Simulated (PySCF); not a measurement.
The first ionisation energy along the 3d series

Calculated with PySCF 2.14 from differences of total energies of unrestricted determinants, without spin-orbit coupling. Values in eV. The last column holds reference values (NIST; (s) semi-empirical, (t) theoretical, else measured). Unmarked ones compare directly (S terms, centres of terms, or small fine structure); those marked * lie between the lowest fine-structure levels and include a spin-orbit shift.

| element | configurations | UHF | MP2 (valence) | SCS-MP2 (valence) | reference |
| --- | --- | --- | --- | --- | --- |
| Sc (aug-cc-pV5Z, non-relativistic) | [Ar] 3d1 4s2 → [Ar] 3d1 4s1 | 5.360 | 6.100 | 6.254 | 6.562 |
| Co (aug-cc-pV5Z, non-relativistic) | [Ar] 3d7 4s2 → [Ar] 3d8 | 7.851 | 6.891 | 6.895 | 7.869 |
| Cu (aug-cc-pV5Z-PP with ECP10MDF, ECP) | [Ar] 3d10 4s1 → [Ar] 3d10 | 6.584 | 7.689 | 7.519 | 7.726 |
| Zn (aug-cc-pV5Z-PP with ECP10MDF, ECP) | [Ar] 3d10 4s2 → [Ar] 3d10 4s1 | 7.783 | 9.242 | 9.259 | 9.394 |

Q: Which of these methods has the smallest mean absolute error against the measured values here?

A: SCS-MP2 (valence), with 0.406 eV.

| method | elements | mean error (eV) | mean absolute error (eV) | largest error (eV) |
| --- | --- | --- | --- | --- |
| UHF | 4 | -0.993 | 0.993 | -1.611 |
| MP2 (valence) | 4 | -0.408 | 0.408 | -0.978 |
| SCS-MP2 (valence) | 4 | -0.406 | 0.406 | -0.974 |

Errors include the incompleteness of the basis and the frozen core.

"Valence" correlates the outer s and p shells and, in groups 3 to 12 and the f block, the outer d or f shell, open or full, or the next shell where the ion has no valence electron left; the wider scheme adds the next inner shell.
